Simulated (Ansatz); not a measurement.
BCl2I (BICl2). Total charge 0; singlet. Geometry relaxed at PBE0-D4/def2-SVP.

```xyz
4

B    -0.048   -0.077   -0.026
Cl    0.752   -1.327   -0.935
Cl   -1.724   -0.259    0.401
I     1.020    1.664    0.560
```

In the def2 sets I takes a core potential; there is no spin–orbit coupling.

Question: Estimate the harmonic wavenumbers at RKS PBE0-D4/def2-SVP (Ansatz, unscaled). Is this a minimum?

Answer: 184, 204, 385, 404, 864, 990 cm⁻¹. Yes, no mode is imaginary beyond noise. Zero-point energy 18.1 kJ/mol. It took 16 s on 4 threads of Arm Neoverse V2 on a shared host.
